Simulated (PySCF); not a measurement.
A side-by-side comparison of computed properties.

First species: C5H6ClNSi.
Geometry (GFN2-xTB, Å), atoms numbered from 1 in this order:
```xyz
14
C5H6ClNSi angstrom
N     -1.4457   -2.5925   -0.3111
C     -0.9063   -1.5925   -0.1678
C     -0.2649   -0.3309    0.0046
Si    -1.5241    1.1046   -0.2135
C      0.5894   -0.2268    1.2515
C      1.7114   -0.0731    0.5517
Cl     3.3469    0.1940    0.9566
C      1.0659   -0.1745   -0.7980
H     -2.5542    0.9552    0.8105
H     -0.7532    2.3339   -0.0366
H     -2.0813    1.0025   -1.5607
H      0.3379   -0.2718    2.2928
H      1.3481   -1.0473   -1.3850
H      1.1295    0.7189   -1.4172
```

Second species: C5H6ClNSi.
Numbering: `[SiH3:1][c:2]1[cH:3][cH:4][c:5]([Cl:6])[cH:7][n:8]1` (hydrogens: H9, H10, H11 on Si1; H12 on C3; H13 on C4; H14 on C7)

Structure used (GFN2-xTB), in Å, numbered top down from 1:
```xyz
14
C5H6ClNSi angstrom
Si     2.519   -0.027    0.257
C      0.631   -0.007    0.101
C     -0.068   -0.388   -1.041
C     -1.450   -0.316   -1.055
C     -2.090    0.140    0.088
Cl    -3.812    0.260    0.142
C     -1.321    0.499    1.190
N     -0.007    0.425    1.186
H      3.010    1.348    0.165
H      3.048   -0.817   -0.860
H      2.875   -0.629    1.537
H      0.468   -0.739   -1.909
H     -2.022   -0.604   -1.924
H     -1.781    0.855    2.101
```

Levels: PBE0/def2-SVPD for dipole moment, HOMO energy, LUMO energy, HOMO–LUMO gap, static isotropic polarisability and electronic spatial extent ⟨r²⟩ about the centre of nuclear charge; TDDFT PBE0/def2-SVPD for lowest singlet excitation; TDA PBE0/def2-SVPD for lowest triplet excitation (Tamm–Dancoff); GFN2-xTB for rotational constant A and rotational constant C. Geometries: GFN2-xTB. Each species is one conformer at its optimised geometry, gas phase, non-relativistic unless stated. Electronic properties by PySCF.

Values for the first species:

```
Dipole moment                                                     : 3.47 D
HOMO energy                                                       : -7.72 eV
LUMO energy                                                       : -0.78 eV
HOMO–LUMO gap                                                     : 6.94 eV
Lowest singlet excitation                                         : 6.27 eV
Lowest triplet excitation (Tamm–Dancoff)                          : 4.09 eV
Static isotropic polarisability                                   : 100.6 au
Electronic spatial extent ⟨r²⟩ about the centre of nuclear charge : 1564 bohr²
Rotational constant A                                             : 2.507 GHz
Rotational constant C                                             : 0.702 GHz
```

(1) Estimate the same properties for the second species, and the change in each.

Results:

(1) 
| property | first | second | second less first |
| --- | --- | --- | --- |
| dipole moment | 3.47 D | 1.73 D | -1.74 D |
| HOMO energy | -7.72 eV | -7.53 eV | +0.19 eV |
| LUMO energy | -0.78 eV | -1.42 eV | -0.64 eV |
| HOMO–LUMO gap | 6.94 eV | 6.11 eV | -0.83 eV |
| lowest singlet excitation | 6.27 eV | 4.48 eV | -1.79 eV |
| lowest triplet excitation (Tamm–Dancoff) | 4.09 eV | 3.81 eV | -0.28 eV |
| static isotropic polarisability | 100.6 au | 106.5 au | +5.9 au |
| electronic spatial extent ⟨r²⟩ about the centre of nuclear charge | 1564 bohr² | 1725 bohr² | +161 bohr² |
| rotational constant A | 2.507 GHz | 5.556 GHz | +3.049 GHz |
| rotational constant C | 0.702 GHz | 0.609 GHz | -0.093 GHz |

On the first: S1 lies 0.67 eV below the HOMO–LUMO gap; its leading configuration is HOMO→LUMO, weight 0.92. In wavenumbers S1 is 50500 cm⁻¹ (1 eV = 8065.54 cm⁻¹).

On the second: The vertical singlet–triplet gap S1 − T1 is 0.67 eV (TDDFT singlet less Tamm–Dancoff triplet; S1: HOMO→LUMO, weight 0.98; T1: HOMO→LUMO, weight 0.93). The principal polarisabilities are 68.2, 97.9 and 153.3 au; their mean is the isotropic value.
